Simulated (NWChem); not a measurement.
Species: Si2H3Cl2F; SMILES F[Si@H](Cl)[SiH2]Cl

```xyz
8

F      1.8052    -0.8626    -0.4266
Si     0.4176    -0.7942     0.4097
Cl    -0.6760    -2.4905    -0.0172
Si    -0.8426     1.0307    -0.3333
Cl     0.1633     2.7728     0.1738
H      0.7601    -0.7952     1.8550
H     -1.0136     0.9693    -1.8120
H     -2.1763     1.0289     0.3326
```
Atoms are numbered in this order, from 1.

Results from NWChem. Pople sets run with spherical d functions. All runs use the structure optimised with PBE0/def2-SVP. GIAO values for the isolated, static molecule; σ is the absolute isotropic shielding, δ = σ(reference) − σ with the isolated reference molecule computed at the same levels (19F: trichlorofluoromethane, 1H: tetramethylsilane, 29Si: tetramethylsilane).

```json
[
 {"level": "LDA (Slater exchange, VWN5)/pcSseg-1", "δ F1 (ppm)": "?", "δ Si2 (ppm)": "?", "σ Cl3 (ppm)": "?", "δ Si4 (ppm)": "?", "σ Cl5 (ppm)": "?", "δ H6 (ppm)": "?", "δ H7 (ppm)": "?"},
 {"level": "BHandHLYP/pcSseg-1", "δ F1 (ppm)": "-156.6", "δ Si2 (ppm)": "15.2", "σ Cl3 (ppm)": "904.8", "δ Si4 (ppm)": "-29.5", "σ Cl5 (ppm)": "1055.6", "δ H6 (ppm)": "5.56", "δ H7 (ppm)": "4.88"},
 {"level": "Hartree-Fock/6-31G*", "δ F1 (ppm)": "-118.4", "δ Si2 (ppm)": "23.8", "σ Cl3 (ppm)": "975.5", "δ Si4 (ppm)": "-12.0", "σ Cl5 (ppm)": "1094.1", "δ H6 (ppm)": "5.68", "δ H7 (ppm)": "4.95"},
 {"level": "PBE0/pcSseg-1", "δ F1 (ppm)": "-170.6", "δ Si2 (ppm)": "21.2", "σ Cl3 (ppm)": "882.6", "δ Si4 (ppm)": "-29.5", "σ Cl5 (ppm)": "1049.6", "δ H6 (ppm)": "5.94", "δ H7 (ppm)": "5.13"}
]
```

### Question
Some entries are withheld; supply them.

### Answer

- LDA (Slater exchange, VWN5)/pcSseg-1, δ F1 (ppm): -185.2
- LDA (Slater exchange, VWN5)/pcSseg-1, δ Si2 (ppm): 32.3
- LDA (Slater exchange, VWN5)/pcSseg-1, σ Cl3 (ppm): 830.1
- LDA (Slater exchange, VWN5)/pcSseg-1, δ Si4 (ppm): -28.5
- LDA (Slater exchange, VWN5)/pcSseg-1, σ Cl5 (ppm): 1034.8
- LDA (Slater exchange, VWN5)/pcSseg-1, δ H6 (ppm): 6.51
- LDA (Slater exchange, VWN5)/pcSseg-1, δ H7 (ppm): 5.52
